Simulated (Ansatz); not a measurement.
Reaction (substitution at a C–B bond): `BC(=C)Cl` + `O[SiH3]` → `C=C(Cl)O[SiH3]` + BH₃

Isolated molecules relaxed with PBE0-D4/def2-TZVP in Ansatz; ΔE leaves out vibrations. CBS: MP2 limit from def2 TZ/QZ plus the TZ coupled-cluster correction, frozen cores. This one scheme is used for every species. Functionals use def2-TZVPP. One conformer a species, not always the lowest.

`BC(=C)Cl`:

Cartesian coordinates in Å:
```
B -0.474 -0.679 1.009
C -0.241 -0.076 -0.386
C 0.753 0.785 -0.623
Cl -1.299 -0.525 -1.696
H -1.360 -1.447 1.222
H 0.273 -0.345 1.880
H 0.937 1.223 -1.599
H 1.409 1.063 0.193
```

`O[SiH3]`:

Cartesian coordinates in Å:
```
O -0.869 -0.925 0.179
Si 0.353 0.172 0.044
H -1.696 -0.730 -0.263
H 0.759 0.370 -1.375
H 1.486 -0.385 0.818
H -0.034 1.498 0.598
```

`C=C(Cl)O[SiH3]`:

Z-matrix (Å, degrees):
```
Si
O 1 1.669
H 1 1.479 2 102.9
H 1 1.482 2 111.0 3 -118.4
H 1 1.482 2 111.0 3 118.4
C 2 1.331 1 129.4 3 -180.0
Cl 6 1.744 2 114.8 1 -0.1
C 6 1.324 2 124.2 1 180.0
H 8 1.078 6 120.8 2 -180.0
H 8 1.081 6 119.2 2 -0.1
```

BH₃:

Cartesian coordinates in Å:
```
B 0.000 0.000 0.000
H -0.753 0.903 0.205
H 1.125 0.225 -0.329
H -0.372 -1.127 0.124
```

| level | ΔE (eV) |
| --- | --- |
| PBE-D4 | 0.91 |
| MP2/def2-TZVPP | 0.97 |

Q: What does CCSD(T)/CBS give? (Best estimate.)

A: Ansatz gave: +0.99 eV. The listed levels differ from it by -0.08, -0.02 eV.

Largest T1 diagnostic among the species: 0.012.

The D4 term adds −0.06 eV with B3LYP and −0.04 eV with PBE0; it sums over pairs of atoms, weighted by their polarisabilities, and B3LYP, whose exchange is more repulsive, gets the larger term.

B3LYP here is the variant with VWN-RPA as its local correlation; programs differ in this.
